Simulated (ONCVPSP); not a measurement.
PBE ONCV dataset for oxygen, scalar-relativistic all-electron reference.

The input file (ONCVPSP 4.0.1):

```
# ATOM AND REFERENCE CONFIGURATION
# atsym  z   nc   nv     iexc    psfile
  O 8.00    1    2        4      upf
#
#   n    l    f
    1    0    2.00
    2    0    2.00
    2    1    1.00
#
# PSEUDOPOTENTIAL AND OPTIMIZATION
# lmax
    1
#
#   l,   rc,      ep,       ncon, nbas, qcut
    0    0.65    0.00    4    7   13.00
    1    1.80    0.00    4    7    9.50
#
# LOCAL POTENTIAL
# lloc, lpopt,  rc(5),   dvloc0
    4    5    0.50    0.00
#
# VANDERBILT-KLEINMAN-BYLANDER PROJECTORs
# l, nproj, debl
    0    2    1.80
    1    2    1.40
#
# MODEL CORE CHARGE
# icmod, fcfact, rcfact
    3    4.75    1.70
#
# LOG DERIVATIVE ANALYSIS
# epsh1, epsh2, depsh
   -4.00    5.00    0.02
#
# OUTPUT GRID
# rlmax, drl
    6.00    0.01
#
# TEST CONFIGURATIONS
# ncnf
    4
# nvcnf
#   n    l    f
    2
    2    0    2.00
    2    1    4.00
#
    2
    2    0    2.00
    2    1    3.00
#
    2
    2    0    2.00
    2    1    2.00
#
    2
    2    0    2.00
    2    1    0.00
#
```

Command:

```bash
oncvpsp.x < O.dat > O.out
```

Output (shortened: citation, most of the input echo, consistency checks and plot data are left out):

```
ONCVPSP  (Optimized Norm-Conservinng Vanderbilt PSeudopotential)
scalar-relativistic version 4.0.1

#   n    l    f        energy (Ha)
    1    0    2.00    -2.1564932E+01
    2    0    2.00    -2.9212146E+00
    2    1    1.00    -2.3871360E+00

Reference configufation results
  iterations    21
  all-electron total energy (Ha)   -7.11841145D+01

Begin loop to  construct optimized pseudo wave functions
and semi-local pseudopoentials for all angular momenta

WARNING wellstate: negative energy specified for n= 3 l=  0
WARNING scattering state with energy  0.25000000
WARNING will be used for the first projector

   Wellstate for l =  0  n =  4
     eigenvalue =   0.2500
     asymptotic potential =   0.7500
     half-point radius =  2.0904

Calculating optimized projector #   1

 for l=   0

    Fraction of norm inside rc  0.201788
    Optimizing pswf for qcut=  12.98 a_B^-1,  ecut=  84.24 Ha
    Residual kinetic energy error=  3.85D-04 Ha

    Energy error per electron        Cutoff
         Ha          eV             Ha
         0.01000     0.27211       30.86
         0.00100     0.02721       46.31
         0.00010     0.00272      244.66
         0.00001     0.00027      311.22

Calculating optimized projector #   2

 for l=   0

    Fraction of norm inside rc  0.015078
    Optimizing pswf for qcut=  12.98 a_B^-1,  ecut=  84.24 Ha
    Residual kinetic energy error=  2.67D-04 Ha

    Energy error per electron        Cutoff
         Ha          eV             Ha
         0.01000     0.27211       26.52
         0.00100     0.02721       57.31
         0.00010     0.00272      131.39
         0.00001     0.00027      390.81

WARNING wellstate: moderately localized bound state found for n= 3 l=  1
WARNING scattering state with energy  0.05000000
WARNING will be used for the first projector

   Wellstate for l =  1  n =  4
     eigenvalue =   0.0500
     asymptotic potential =   0.5500
     half-point radius =  3.4142

Calculating optimized projector #   1

 for l=   1

    Fraction of norm inside rc  0.957536
    Optimizing pswf for qcut=   9.51 a_B^-1,  ecut=  45.18 Ha
    Residual kinetic energy error=  7.56D-09 Ha

    Energy error per electron        Cutoff
         Ha          eV             Ha
         0.01000     0.27211       21.57
         0.00100     0.02721       27.32
         0.00010     0.00272       32.20
         0.00001     0.00027       36.08

Calculating optimized projector #   2

 for l=   1

    Fraction of norm inside rc  0.086838
    Optimizing pswf for qcut=   9.51 a_B^-1,  ecut=  45.18 Ha
    Residual kinetic energy error=  4.00D-08 Ha

    Energy error per electron        Cutoff
         Ha          eV             Ha
         0.01000     0.27211       19.39
         0.00100     0.02721       26.62
         0.00010     0.00272       32.56
         0.00001     0.00027       37.03

Construct Vanderbilt / Kleinmman-Bylander projectors

B matrix Hermiticity error, ll=   0
   1   2   -1.1324E-04

  Orthonormal projector coefficients -4.8875E+01  1.1533E+01

B matrix Hermiticity error, ll=   1
   1   2   -7.2677E-05

  Orthonormal projector coefficients -7.0084E+00 -1.5430E+00

Model core correction analysis
  based on d2Exc/dn_idn_j

d2excae - all-electron derivatives

   -9.270984D-02   -8.407002D-02
   -8.408227D-02   -8.788725D-02

d2excps - pseudofunction derivatives with no core correction

   -9.102015D-02   -9.203871D-02
   -9.203690D-02   -9.470337D-02

rms 2nd derivative error    6.634959E-03

rmatch, rhocmatch    0.4137    6.7807

Teter function model core charge with specified parameters

d2excps - pseudofunction derivatives with core correction

   -8.732121D-02   -8.774616D-02
   -8.774605D-02   -8.912068D-02

rms 2nd derivative error    3.791303E-03

Pseudoatom total energy  -11.999203

Diagnostic tests using Vanderbilt-Kleinman-Bylander pseudopotentials
  1 or more projectors used as specified by nproj input data

   l    rcore       rmatch      e in        delta e   norm test  slope test

   0   0.6518857   0.6716784  -2.9212146  -0.0000084   1.0000847   1.0000488
   0   0.6518857   0.6716784   0.2500000   0.0001330   1.0002800   1.0002800

   1   1.8023046   1.8570265  -2.3871360  -0.0000006   1.0000550   1.0000570
   1   1.8023046   1.8570265   0.0500000   0.0000140   1.0000617   1.0000617

 Testing for bound ghosts
   n   l    E NL Schr. Eq   E Basis Diag.   E Cutoff

       0                      -15.712147    437.22  WARNING - GHOST(-)
   1   0       -2.921223       -2.772651    437.22

   2   1       -2.387137       -2.386994     68.95

 Testing for highly-localized positive-energy ghosts
       l    <radius>/rc     E Basis Diag.   E Cutoff

Test configuration 0

   n   l     f        eae           eps        diff
   1   0  2.0000  -21.56493167
   2   0  2.0000   -2.92121457   -2.92122300   -8.43D-06
   2   1  1.0000   -2.38713604   -2.38713668   -6.42D-07

    Total energies and differences
      AE_ref= -7.11841145D+01  AE_tst= -7.11841145D+01  dif=  0.00D+00
      PS_ref= -1.19992034D+01  PS_tst= -1.19992034D+01  dif= -5.33D-15
      PSP excitation error=  5.33D-15

Test configuration 1

   n   l     f        eae           eps        diff
   1   0  2.0000  -18.91476935
   2   0  2.0000   -0.88057190   -0.87174506    8.83D-03
   2   1  4.0000   -0.33186936   -0.34536874   -1.35D-02

    Total energies and differences
      AE_ref= -7.11841145D+01  AE_tst= -7.50018258D+01  dif= -3.82D+00
      PS_ref= -1.19992034D+01  PS_tst= -1.58718677D+01  dif= -3.87D+00
      PSP excitation error=  5.50D-02

Test configuration 2

   n   l     f        eae           eps        diff
   1   0  2.0000  -19.60819054
   2   0  2.0000   -1.45761465   -1.45943521   -1.82D-03
   2   1  3.0000   -0.89851879   -0.92158609   -2.31D-02

    Total energies and differences
      AE_ref= -7.11841145D+01  AE_tst= -7.43980121D+01  dif= -3.21D+00
      PS_ref= -1.19992034D+01  PS_tst= -1.52491140D+01  dif= -3.25D+00
      PSP excitation error=  3.60D-02

Test configuration 3

   n   l     f        eae           eps        diff
   1   0  2.0000  -20.49678569
   2   0  2.0000   -2.14418580   -2.15054831   -6.36D-03
   2   1  2.0000   -1.58911092   -1.61028127   -2.12D-02

    Total energies and differences
      AE_ref= -7.11841145D+01  AE_tst= -7.31637494D+01  dif= -1.98D+00
      PS_ref= -1.19992034D+01  PS_tst= -1.39914032D+01  dif= -1.99D+00
      PSP excitation error=  1.26D-02

Test configuration 4

   n   l     f        eae           eps        diff
   1   0  2.0000  -22.80204874
   2   0  2.0000   -3.77503404   -3.75240653    2.26D-02

    Total energies and differences
      AE_ref= -7.11841145D+01  AE_tst= -6.83579341D+01  dif=  2.83D+00
      PS_ref= -1.19992034D+01  PS_tst= -9.19441283D+00  dif=  2.80D+00
      PSP excitation error=  2.14D-02
```

Note: ghosts flagged at negative energy: s at -427.5 eV; no localised positive-energy state flagged. A true bound ghost makes a file unfit for plane-wave use.

The run took about 3.5 s on one core of a shared server CPU.
